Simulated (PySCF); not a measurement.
Symmetry of computed structures. Method: PBE0/pcSseg-1 in PySCF (dipole) on a GFN2-xTB geometry, gas phase. The symmetry is that of the one conformer found, every atom within 0.08 Å of its image; none is proved a minimum here.

Task: What symmetry has `[H]/[N:9]=[CH:8]\[c:7]1[c:3]([C:2]#[N:1])[cH:4][s:5][n:6]1` with N6–C7–C8–N9 0°?

Result: Cs; asymmetric top; symmetry number 1; 2 operations, which sort the 12 atoms into 12 sets; dipole 4.75 D, in the ab plane, which is the mirror; A, B, C = 1730, 1475, 796.1 MHz; heavy atoms equivalent by symmetry: none.

Task: `[N:1]#[C:2][CH2:3][CH2:4][Cl:5]` with C2–C3–C4–Cl5 180° (trans 3-chloropropionitrile): symmetry, top, dipole?

Result: Cs; near-prolate asymmetric top; symmetry number 1; 2 operations, which sort the 9 atoms into 7 sets; dipole 1.90 D, in the ab plane, which is the mirror; A, B, C = 27214, 1521, 1468 MHz; heavy atoms equivalent by symmetry: none.

Task: What symmetry has `[CH2:1]=[CH:2][c:3]1[cH:4][n:5][n:6]([SiH:7]([CH3:8])[CH3:9])[cH:10]1` with C1–C2–C3–C4 180°, N5–N6–Si7–C8 60°?

Result: Cs; near-prolate asymmetric top; symmetry number 1; 2 operations, which sort the 22 atoms into 18 sets; dipole 1.74 D, in the ab plane, which is the mirror; A, B, C = 2726, 570.7, 556.9 MHz; heavy atoms equivalent by symmetry: C8/C9.

Task: What symmetry has `[CH2:1]=[CH:2][CH2:3][N:4]([NH2:5])[CH:6]1[CH2:7][CH2:8]1` with C1–C2–C3–N4 137°, C2–C3–N4–N5 65°, C3–N4–N5–H 78° and -163°, C3–N4–C6–C7 152°?

Result: C1; asymmetric top; symmetry number 1; this conformer is chiral (no improper operation); dipole 2.01 D; A, B, C = 4026, 1170, 986.7 MHz.
